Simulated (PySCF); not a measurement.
Cost of one run: excited-state job, `N#CCC(=O)O[SiH2]Br`.

Method: TDDFT CAM-B3LYP/def2-SVPD, vertical, gas phase, core orbitals frozen in the response (PySCF 2.14.0, density-fitted response routines). Geometry: GFN2-xTB. Work: 8 singlets by full TDDFT, 3 Tamm–Dancoff triplets, polarisability, density fitting. The input is one job of a driver script: a line of settings, then coordinates in Å.

Command:
```bash
OMP_NUM_THREADS=1 python probes_run.py task.json out
```

Input:
```
{"job": {"kind": "uv", "xc": "CAM-B3LYP", "basis": "def2-SVPD", "nstates": 8, "ntriplets": 3}, "charge": 0, "multiplicity": 1}
N     -2.486280     1.537722    -0.913624
C     -2.154225     0.602702    -0.349579
C     -1.699768    -0.561198     0.372919
C     -0.316117    -0.251274     0.916078
O     -0.064383    -0.041325     2.067775
O      0.600841    -0.215892    -0.031972
Si     2.160708     0.233118     0.313940
Br     3.035451    -0.030884    -1.668640
H     -1.645507    -1.407279    -0.316909
H     -2.383058    -0.775776     1.197266
H      2.190605     1.629099     0.692898
H      2.762930    -0.719697     1.223262
```

Hardware: an Intel Xeon Platinum 8488C with one thread (shared host). PySCF's memory limit was set to 1040 MB.

Task: How large is the basis?

Result: 223 functions for 94 electrons, with 971 fitting functions; the fitted three-index integrals, 971 × 223 × 224/2 numbers of 8 bytes, come to 190 MiB.

Task: Estimate the wall time.

Result: About 68 s. The SCF took 13 cycles.

Task: Estimate the peak memory.

Result: About 1.1 GiB. Peak memory is the resident size of the whole Python process, interpreter and libraries included.

Task: At this speed, how long would 5000 such jobs take on 16 cores, one job a core?

Result: 5000/16 gives 313 rounds of 68 s, about 5.9 h of wall time and 94 core-hours, if the jobs don't slow each other.

The host was shared with other jobs, so the times are rough.

The run converged: HOMO -10.14 eV, LUMO 0.01 eV; lowest singlet 5.78 eV; lowest triplet 5.27 eV (Tamm–Dancoff); mean polarisability 87.1 au.
